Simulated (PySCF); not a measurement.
Cost against size for one kind of job: PBE0-D3(BJ)/def2-SVP geometry optimisation, gas phase (PySCF); work: geometry optimisation from a GFN2-xTB start shaken at random. Hardware: one thread, Arm Neoverse V1 (aarch64), on a shared host. Times come from a shared host and carry two figures at best. Peak memory is the resident size of the whole Python process, interpreter and libraries included.

| species (SMILES) | atoms | electrons | basis functions | SCF cycles | gradient evaluations | wall time | peak memory |
| --- | --- | --- | --- | --- | --- | --- | --- |
| [H]/N=C\C[SiH2]F | 11 | 48 | 104 | 63 | 9 | 37 s | 0.43 GiB |
| CC(=O)C[SiH2]O | 14 | 56 | 128 | 69 | 10 | 70 s | 0.50 GiB |
| COC(=O)C[SiH3] | 14 | 56 | 128 | 127 | 19 | 2.0 min | 0.48 GiB |
| C=COCO[SiH3] | 14 | 56 | 128 | 231 | 32 | ? | ? |
| C=COC[SiH2]O | 14 | 56 | 128 | 48 | 7 | ? | ? |
| OC/C=C\O[SiH3] | 14 | 56 | 128 | 55 | 8 | 55 s | 0.52 GiB |
| [BH2][Ge@H]([Cl])[B](Cl)Cl | 9 | 96 | 129 | 112 | 16 | ? | ? |

**Question.** Estimate the withheld figures.

**Answer.** `C=COCO[SiH3]`: 3.4 min, 0.52 GiB; `C=COC[SiH2]O`: 56 s, 0.49 GiB; `[BH2][Ge@H]([Cl])[B](Cl)Cl`: 2.4 min, 0.55 GiB.

**Question.** Which species took longest, and how many times the shortest run?

**Answer.** `C=COCO[SiH3]`, at 3.4 min: about 5.5 times the shortest (37 s).
